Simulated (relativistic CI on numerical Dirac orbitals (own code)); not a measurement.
**Tc18+: sensitivity of the levels to the model**

Base calculation: Dirac-Coulomb-Breit CI, KLI orbitals optimised for each configuration, a model potential for QED, unscaled Slater integrals.

CI space (outside the closed core [Ne]): 3s²3p⁶3d⁷, 3s²3p⁵3d⁸, 3s²3p⁴3d⁹, 3s3p⁶3d⁸, 3p⁶3d⁹, 3s²3p⁶3d⁶4s, 3s3p⁵3d⁹, 3s²3p⁶3d⁶4p, 3s²3p⁶3d⁶4d, 3s²3p⁶3d⁶4f, 3s²3p⁶3d⁵4s², 3s²3p⁵3d⁷4s, 3s²3p⁴3d⁸4s, 3s²3p⁶3d⁵4s4p, 3s²3p⁵3d⁷4p, 3s²3p⁶3d⁶5s. Levels of other configurations are missing.

Variants: (1) Breit term removed; (2) only the first 3 configurations. Shifts of the energy above 3s²3p⁶3d⁷ ⁴F9/2, in cm⁻¹, for the lowest level and the first level of each name with at least 55 % of one term (blank where a level changes its place among those of its configuration and J or its character, or is not in the variant):

| Level | Base | Δ(1) | Δ(2) |
| --- | --- | --- | --- |
| 3s²3p⁶3d⁷ ⁴F9/2 | 0.0 | 0.0 | 0.0 |
| 3s²3p⁶3d⁷ ⁴F7/2 | 25071.1 | +560.6 | -5.4 |
| 3s²3p⁶3d⁷ ⁴F5/2 | 35106.0 | +225.6 | +177.2 |
| 3s²3p⁶3d⁷ ⁴F3/2 | 39812.7 | -364.1 | +706.1 |
| 3s²3p⁶3d⁷ ⁴P5/2 | 66314.6 | -243.6 | +547.3 |
| 3s²3p⁶3d⁷ ²G9/2 | 69277.0 | +755.9 | +87.2 |
| 3s²3p⁶3d⁷ ⁴P1/2 | 77095.7 | +41.1 | +1686.0 |
| 3s²3p⁶3d⁷ ²G7/2 | 90344.8 | +1276.5 | +323.1 |
| 3s²3p⁶3d⁷ ²H11/2 | 95239.1 | +1791.2 | -525.0 |
| 3s²3p⁶3d⁷ ²D5/2 | 101085.2 | +721.4 | +1181.9 |
| 3s²3p⁶3d⁷ ²P1/2 | 112478.1 | +1306.9 | +3268.6 |
| 3s²3p⁶3d⁷ ²H9/2 | 121024.4 | +2456.7 | -360.6 |
| 3s²3p⁶3d⁷ ²D3/2 | 139807.1 | +1956.8 | +2092.0 |
| 3s²3p⁶3d⁷ ²F5/2 | 142871.7 | -48.1 | +1313.3 |

At this charge energies of transitions that change n are usually good to better than 1 %, and those within a shell (Δn = 0) to a few per cent. Terms inside the open d or f shell come out 10 to 20 % too wide with unscaled integrals.

Ionisation energy from the two ground configurations alone: base 772.54 eV; Breit term removed 772.721 eV. The NIST ASD value (theoretical) is 773 eV.

LS names give the leading component of a level, which can be under half, so a name can repeat, a term be missing and a line seem to break the LS rules.
